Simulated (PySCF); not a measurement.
**CeO₂, singlet: molecular constants**

Method: PBE0/[Ce def2-SVP with ECP28, O def2-SVP], scalar-relativistic core potentials, density fitting, no spin–orbit coupling, PySCF.

The structure is a minimum.

Coordinates in bohr (charge 0 multiplicity 1):
```
Ce    0.0000    0.0000   -0.1777
O     3.2319    0.0000    0.8367
O    -3.2319    0.0000    0.8367
```

* Point group: C2v
* Bond lengths: Ce–O 1.793 Å (×2)
* Bond angles: O–Ce–O 145.1°
* Highest occupied level: -6.14 eV
* Zero-point energy: 10.5 kJ/mol
* Principal quadrupole moments (Buckingham, traceless) about the centre of mass: -20.42, 9.00, 11.42 D Å
* Dipole moment: 3.23 D
* Heat capacity Cp at 298.15 K: 46.4 J/(mol K)
* Entropy at 298.15 K and 1 bar: 280.2 J/(mol K)
* Rotational constants: 2.247, 0.1802, 0.1668 cm⁻¹
* Rotational symmetry number: 2
* Lowest empty level: -1.30 eV
* Principal polarisabilities: 21.0, 23.0, 45.2 bohr³
* Enthalpy at 298.15 K above 0 K: 12.31 kJ/mol

Harmonic modes (masses in u: Ce 139.905, O 15.995):
```tsv
symmetry	ω (cm⁻¹)	IR (km/mol)	type
a1	78	55.9	bend
a1	832	44.6	stretch
b2	852	465	stretch
```

In C2v the vibrations span 2a1 + b2. Here b1 is antisymmetric to the molecular plane and b2 lies in it.

Charges (e):
```csv
atom,Mulliken,Löwdin,polar tensor,Mayer order to Ce1
Ce1,0.69,0.17,2.08,–
"O2,3",-0.35,-0.08,-1.04,2.26
```

Mulliken populations on Ce1 (electrons outside its core potential): s 4.07, p 12.10, d 11.72, f 1.35.

Formally Ce is in oxidation state +4, with 0 electrons left for the f, d and s shells; the Mulliken f population is 1.35.

Other isomers or separated fragments may lie lower.

The final relaxation and frequency run took about 100 core-seconds on a shared host.
